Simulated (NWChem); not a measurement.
System: C2H6GeSi; SMILES [GeH2]1[CH]=C[SiH2]1

Program: NWChem. Pople sets run with spherical d functions. Each level has its own optimisation; frequencies are unscaled. Brackets give each atom's bonded neighbours. One conformer.

| level | r C–C (Å) | r C–Si (Å) | r C–H [C(CHSi)–H(C)] (Å) | r C–Ge (Å) | highest harmonic frequency (cm⁻¹) | lowest (cm⁻¹) | zero-point energy (kcal/mol) | dipole (D) |
|---|---|---|---|---|---|---|---|---|
| Hartree-Fock/3-21G | 1.337 | 1.925 | 1.075 | 1.969 | 3355 | 225 | 42.9 | 0.35 |
| B3LYP/3-21G | 1.351 | 1.929 | 1.087 | 1.962 | 3189 | 202 | 40.2 | 0.42 |
| B3LYP/6-31G* | 1.353 | 1.890 | 1.092 | 1.985 | 3155 | 200 | 40.3 | 0.49 |
